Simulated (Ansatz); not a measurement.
The cluster Na6Cd⁺, 7 atoms. Hardware: 4 threads of Arm Neoverse V1 on a shared host.

In the def2 sets Cd takes a core potential; there is no spin–orbit coupling. Correlated methods freeze 6 core orbitals; core or outer-core shells of Cd, Na are correlated, in sets that lack core-valence functions. In CCSD on the charge 1 doublet the largest single amplitude is 0.16, so its Hartree–Fock determinant may place the open shell otherwise than the density functionals do.

(1) How many basis functions does each of these Ansatz runs have, and roughly what does it cost? HF/STO-3G, charge 1 doublet, energy; r2SCAN/def2-TZVP, charge 1 doublet, energy, from earlier orbitals; PBE/def2-SVP, charge 1 doublet, energy with a search over starts; CCSD(T)/def2-SVP, charge 1 doublet, energy, from earlier orbitals; LC-ωPBE/def2-TZVP, charge 1 doublet, energy, from earlier orbitals; HSE06/def2-TZVP, charge 1 doublet, energy, from earlier orbitals; PBE0/def2-TZVP, charge 1 doublet, energy, from earlier orbitals; PBE0/def2-SVP, charge 1 doublet, energy, from earlier orbitals; MP2/def2-TZVP, charge 1 doublet, energy, from earlier orbitals; BLYP/def2-TZVP, charge 1 doublet, energy, from earlier orbitals; PBE/def2-TZVP, charge 1 doublet, energy and forces, from earlier orbitals; PBE/def2-SVP, charge 1 doublet, relaxation, 24 steps.

Results:

(1) Other jobs shared the machine, so times can vary by a factor of up to 3. A dash marks memory too small to be measured apart from the calling script's.

```json
{"run": "HF/STO-3G, charge 1 doublet, energy", "functions": "81", "fitting or Cholesky vectors": "866", "wall time": "2.3 s", "peak host memory (GiB)": "–"}
{"run": "PBE0/def2-SVP, charge 1 doublet, energy, from earlier orbitals", "functions": "121", "fitting or Cholesky vectors": "1138", "wall time": "10 s", "peak host memory (GiB)": "–"}
{"run": "PBE/def2-TZVP, charge 1 doublet, energy and forces, from earlier orbitals", "functions": "232", "fitting or Cholesky vectors": "2031", "wall time": "11 s", "peak host memory (GiB)": "0.55"}
{"run": "BLYP/def2-TZVP, charge 1 doublet, energy, from earlier orbitals", "functions": "232", "fitting or Cholesky vectors": "2031", "wall time": "12 s", "peak host memory (GiB)": "0.56"}
{"run": "PBE/def2-SVP, charge 1 doublet, energy with a search over starts", "functions": "121", "fitting or Cholesky vectors": "1358", "wall time": "16 s", "peak host memory (GiB)": "–"}
{"run": "PBE0/def2-TZVP, charge 1 doublet, energy, from earlier orbitals", "functions": "232", "fitting or Cholesky vectors": "2136", "wall time": "20 s", "peak host memory (GiB)": "1.3"}
{"run": "HSE06/def2-TZVP, charge 1 doublet, energy, from earlier orbitals", "functions": "232", "fitting or Cholesky vectors": "2136", "wall time": "21 s", "peak host memory (GiB)": "1.3"}
{"run": "r2SCAN/def2-TZVP, charge 1 doublet, energy, from earlier orbitals", "functions": "232", "fitting or Cholesky vectors": "2031", "wall time": "33 s", "peak host memory (GiB)": "0.74"}
{"run": "LC-ωPBE/def2-TZVP, charge 1 doublet, energy, from earlier orbitals", "functions": "232", "fitting or Cholesky vectors": "2031", "wall time": "40 s", "peak host memory (GiB)": "1.7"}
{"run": "MP2/def2-TZVP, charge 1 doublet, energy, from earlier orbitals", "functions": "232", "fitting or Cholesky vectors": "2100", "wall time": "64 s", "peak host memory (GiB)": "1.4"}
{"run": "PBE/def2-SVP, charge 1 doublet, relaxation, 24 steps", "functions": "121", "fitting or Cholesky vectors": "1358", "wall time": "1.9 min", "peak host memory (GiB)": "–"}
{"run": "CCSD(T)/def2-SVP, charge 1 doublet, energy, from earlier orbitals", "functions": "121", "fitting or Cholesky vectors": "1138", "wall time": "4.8 min", "peak host memory (GiB)": "3.3"}
```
